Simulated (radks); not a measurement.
The numbers below are computed, except where a source is named.
Problem. Tm49+, configuration [Ar] 3d2. Level of theory: non-relativistic Kohn-Sham, PBE, spin-polarised, spherical densities, point nucleus; open shells are filled with parallel spins first (spin-orbit coupling, left out, can overturn this in heavy ions); relativity is left out, which matters for an element this heavy (a radial shooting solver on a logarithmic mesh with Libxc functionals). Some entries of the table are withheld. Estimate them.

orbital  occ.  eigenvalue (Ry)  <r> (bohr)  r(max) (bohr)
1s up       1        -4278.470     0.02197        0.01457
1s down     1        -4278.460     0.02197        0.01457
2s up       1        -878.7261     0.09236        0.07929
2s down     1        -877.8427     0.09231        0.07925
2p up       3        -851.4060     0.07821        0.06164
2p down     3        -850.7770     0.07815        0.06161
3s up       1              (1)      0.2226         0.2108
3s down     1              (2)      0.2229         0.2109
3p up       3        -328.8485      0.2110            (3)
3p down     3        -328.0090      0.2114            (4)
3d up       2        -310.9953      0.1827         0.1542
3d down     0        -309.8596      0.1830         0.1544

Solution. 
(1) 3s up eigenvalue (Ry): -339.7684
(2) 3s down eigenvalue (Ry): -339.0195
(3) 3p up r(max) (bohr): 0.1979
(4) 3p down r(max) (bohr): 0.1981
